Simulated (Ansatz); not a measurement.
A run for Ansatz (an electronic-structure program): U-r2SCAN/def2-TZVPP on H3NSn (SMILES [NH2][SnH]), a point of a bond scan (R = 4.114 Å). Elements past Kr take the def2 small-core potentials; no spin–orbit coupling.

Ansatz 0.2 input:
```yaml
crystal:
  periodic: [false, false, false]
  atoms:
    - {symbol: Sn, position_ang: [-0.11927895, 0.17664945, 0.24401699]}
    - {symbol: H, position_ang: [-1.16203717, 2.91808114, -2.64079240]}
    - {symbol: N, position_ang: [0.67637723, -1.05570039, -1.15735305]}
    - {symbol: H, position_ang: [0.70027728, -0.86642154, -2.14802155]}
    - {symbol: H, position_ang: [1.10168186, -1.94472436, -0.94110888]}
basis:
  gaussian:
    orbitals: def2-TZVPP
hamiltonian:
  xc: {name: r2SCAN}
magnetization: {spin_polarized: true, initial_magnetization: 0}
```

Problem. Predict the final total energy.

Solution. -270.8284 hartree. Its determinant has ⟨S²⟩ = 0.87, a mixture of spin states.

Problem. How many basis functions does it have, and what does it roughly cost on one machine?

Solution. 123 functions; about 15 core-seconds (a rough figure).
